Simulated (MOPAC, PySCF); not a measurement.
H2BIO2, SMILES `OB(O)I` (H–O–B–I torsion 180°, I–B–O–H torsion -180°), neutral singlet in the gas phase. 

Cartesian coordinates (Å):
SMILES: OB(O)I
```xyz
6

O     -0.5487    -1.1053    -0.0371
B      0.3529    -0.0961    -0.0071
O      0.0893     1.2304     0.0463
I      2.4203    -0.6594    -0.0488
H     -1.4721    -0.8386    -0.0179
H     -0.8417     1.4690     0.0645
```
Charge 0, spin multiplicity 1.

All levels are single points at this geometry (PBE0-D3(BJ)/def2-TZVP); Pople sets use spherical d functions. Orbital energies aren't observables, and empty levels follow the basis.

```
level                                    HOMO (eV)  LUMO (eV)  gap (eV)  dipole (D)  vertical IE, Delta-SCF (eV)
---------------------------------------  ---------  ---------  --------  ----------  ---------------------------
PBE0-D3(BJ)/def2-TZVP in PySCF               -7.31      -0.31      7.00        4.12                         9.68
ωB97X-D3(BJ)/def2-TZVP in PySCF              -9.64       1.55     11.20        4.22                         9.77
B3LYP/6-311+G** (LANL2DZ on I) in PySCF      -7.09      -1.18      5.91        4.22                            –
B3LYP/6-31G* (LANL2DZ on I) in PySCF         -6.93       0.24      7.17        4.64                         9.72
PBE/6-31G* (LANL2DZ on I) in PySCF           -6.04      -0.40      5.64        4.61                         9.62
HF/6-31G* (LANL2DZ on I) in PySCF            -9.69       4.11     13.80        4.97                         8.89
AM1 in MOPAC                                -10.61      -0.32     10.29        3.32                            –
PM6 in MOPAC                                 -9.74      -1.48      8.26        4.12                            –
PM7 in MOPAC                                 -8.96      -0.72      8.23        4.74                            –
```
